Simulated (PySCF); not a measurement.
Correlation energy of N²⁺ (nitrogen, charge +2)

[He] 2s2 2p1, 2P determinant. Calculation: PySCF 2.14, in x2c-QZVPPall (7s4p3d2f1g, 57 functions); the spin-free X2C one-electron Hamiltonian (Gaussian nucleus). Frozen: 1s2; 3 electrons correlated.

| level | correlation energy (mhartree) |
| --- | --- |
| CCSD | -86.03 |
| (T) | -1.15 |
| CCSD(T) | -87.18 |

Diagnostics: T1 = 0.0072, D1 = 0.0135, largest double amplitude 0.135.

Cost of the coupled-cluster step: roughly 1.3 core-seconds, for 3 correlated electrons.

Iterations:

```
CC2 = 0
CCSD nocc = (np.int64(2), np.int64(1)), nmo = (56, 56)
frozen orbitals [[0], [0]]
max_cycle = 100
direct = 0
conv_tol = 1e-08
conv_tol_normt = 1e-06
diis_space = 8
diis_start_cycle = 0
Init t2, MP2 energy = -0.060317919327243
Init E_corr(UCCSD) = -0.060317919327771
cycle = 1  E_corr(UCCSD) = -0.0746887192372909  dE = -0.0143707999  norm(t1,t2) = 0.0500542
cycle = 2  E_corr(UCCSD) = -0.0805675663199474  dE = -0.00587884708  norm(t1,t2) = 0.0247715
cycle = 3  E_corr(UCCSD) = -0.0860980741446153  dE = -0.00553050782  norm(t1,t2) = 0.0127159
cycle = 4  E_corr(UCCSD) = -0.0860028471402637  dE = 9.52270044e-05  norm(t1,t2) = 0.000846653
cycle = 5  E_corr(UCCSD) = -0.0860395465322122  dE = -3.66993919e-05  norm(t1,t2) = 0.000116184
cycle = 6  E_corr(UCCSD) = -0.0860247744809086  dE = 1.47720513e-05  norm(t1,t2) = 2.71764e-05
cycle = 7  E_corr(UCCSD) = -0.08602897416122  dE = -4.19968031e-06  norm(t1,t2) = 9.51467e-06
cycle = 8  E_corr(UCCSD) = -0.0860290413046417  dE = -6.71434217e-08  norm(t1,t2) = 5.97865e-07
cycle = 9  E_corr(UCCSD) = -0.0860289447106585  dE = 9.65939832e-08  norm(t1,t2) = 2.13297e-07
cycle = 10  E_corr(UCCSD) = -0.0860289580618835  dE = -1.3351225e-08  norm(t1,t2) = 3.34784e-08
cycle = 11  E_corr(UCCSD) = -0.0860289564994353  dE = 1.56244825e-09  norm(t1,t2) = 1.1331e-08
UCCSD converged
E(UCCSD) = -52.93619130900995  E_corr = -0.08602895649943527
UCCSD(T) correction = -0.0011533998931714
```
